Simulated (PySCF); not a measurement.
C5H9BO2.
Numbering: `[CH2:1]=[C:2]([CH3:3])/[CH:4]=[CH:5]/[B:6]([OH:7])[OH:8]` (hydrogens: H9, H10 on C1; H11, H12, H13 on C3; H14 on C4; H15 on C5; H16 on O7; H17 on O8)

Computed by this run: PBE0-D3(BJ)/def2-SVP geometry optimisation, gas phase in PySCF 2.14.0; density fitting, grid level 1; the optimiser is geomeTRIC in internal coordinates, started from a GFN2-xTB structure.

Step 0: E = -10085.6393 eV
```
atom  x, y, z in Å  |  force x, y, z in eV/Å
C1     -2.3378    1.2323   -0.2588   -0.083   0.158  -0.034
C2     -1.4575    0.2539   -0.0410    0.111  -0.493   0.168
C3     -1.8887   -1.0850    0.4771    0.084   0.482  -0.183
C4     -0.0436    0.4709   -0.3087   -0.145  -0.019   0.019
C5      0.9422   -0.4234   -0.1633    0.686   0.101  -0.132
B6      2.4592   -0.1576   -0.4634   -0.338   0.258  -0.032
O7      2.9562    1.0284   -0.9194    0.332  -0.044  -0.018
O8      3.3316   -1.1695   -0.2559   -0.102  -0.474   0.162
H9     -2.0362    2.1971   -0.6313    0.257   0.535  -0.224
H10    -3.3911    1.1043   -0.0748   -0.585  -0.133   0.131
H11    -1.6725   -1.8606   -0.2563    0.096  -0.373  -0.222
H12    -2.9554   -1.0889    0.6854   -0.381  -0.062   0.084
H13    -1.3513   -1.3262    1.3925    0.192  -0.185   0.355
H14     0.1912    1.4711   -0.6614    0.106   0.445  -0.166
H15     0.6933   -1.4153    0.1872   -0.163  -0.492   0.184
H16     2.3133    1.7219   -1.0532   -0.267   0.122  -0.005
H17     4.2401   -0.9415   -0.4566    0.202   0.175  -0.087
```

Task: Estimate the geometry and energy of step 1. (The exact step hangs on the optimiser's Hessian estimate; all steps are aligned on step 0, rigid shifts and turns removed.)

Result: E = -10085.6835 eV, largest force 0.123 eV/Å
```
atom  x, y, z in Å  |  force x, y, z in eV/Å
C1     -2.3297    1.2497   -0.2646   -0.047   0.038  -0.007
C2     -1.4576    0.2490   -0.0458    0.003   0.039  -0.030
C3     -1.8956   -1.0828    0.4791   -0.017  -0.081   0.042
C4     -0.0376    0.4572   -0.3263    0.061   0.039  -0.020
C5      0.9561   -0.4382   -0.1626   -0.088  -0.053   0.042
B6      2.4612   -0.1592   -0.4625    0.104  -0.064   0.013
O7      2.9493    1.0433   -0.8934   -0.039   0.014  -0.010
O8      3.3462   -1.1787   -0.2764   -0.016   0.083  -0.039
H9     -1.9987    2.2179   -0.6538    0.002  -0.031   0.016
H10    -3.3984    1.1314   -0.0633    0.030   0.008  -0.009
H11    -1.6693   -1.8866   -0.2415    0.001   0.028   0.022
H12    -2.9754   -1.0961    0.6819    0.018  -0.005  -0.010
H13    -1.3655   -1.3332    1.4131   -0.022   0.005  -0.026
H14     0.2002    1.4629   -0.7067   -0.019  -0.028   0.014
H15     0.6951   -1.4352    0.2141    0.025   0.039  -0.021
H16     2.2681    1.7135   -1.0008    0.025  -0.025   0.012
H17     4.2446   -0.9029   -0.4920   -0.023  -0.006   0.012
```

The energy changes by -0.0443 eV. The first-order estimate −F·Δx gives -0.0950 eV and the mean of the old and new forces, exact on a quadratic surface, -0.0452 eV. The step makes an angle of 69° with the force vector and moves no atom by more than 0.070 Å.

The cost below is that of the whole optimisation. Time: 44 s; peak memory 0.70 GiB. Hardware: an Arm Neoverse V1 with one thread, shared host with 32 logical CPUs at a one-minute load of 9.5.
